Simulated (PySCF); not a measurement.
## From computed data to an observable: entropy of an ideal gas

GeF2, SMILES [F][Ge][F] (connectivity only; charge and spin as stated), neutral, multiplicity 1.

Coordinates come from a B3LYP-D3(BJ)/def2-TZVP optimisation. The isomer is the one that the SMILES or the coordinates give; other isomers of the formula were not compared.

B3LYP-D3(BJ)/def2-TZVP run with PySCF 2.14.0 gives the harmonic wavenumbers 253, 649, 675 cm⁻¹ and the rotational temperatures 0.7223, 0.3657, 0.2428 K. The molar mass is 110.63 g/mol, the symmetry number 2, the spin multiplicity 1.

Problem. Work out the entropy at 298.15 K and 1 atm in the rigid-rotor, harmonic-oscillator model.

Solution. 
Translation (Sackur–Tetrode at 1 atm): S = R[1.5 ln M + 2.5 ln T − 1.16487] = 167.4 J/(mol K).
Rotation: q = (√π/σ) T^1.5/√(θA θB θC) = 18000, S = R[ln q + 3/2] = 93.9 J/(mol K).
Vibration: with u = 1.4388 ν/T, each mode gives R[u/(e^u − 1) − ln(1 − e^−u)]:
```
ν (cm⁻¹)  modes     u  S (J/(mol K))
--------  -----  ----  -------------
253           1  1.22           7.15
649           1  3.13           1.56
675           1  3.26           1.41
```
These are all the modes. Sum 10.1 J/(mol K).
Spin: R ln 1 = 0.0 J/(mol K).
Total 271.5 J/(mol K); the program's own thermochemistry gives 271.5. Translation makes up 62 % and vibration 4 %. Anharmonicity, hindered rotation and orbital degeneracy are left out.
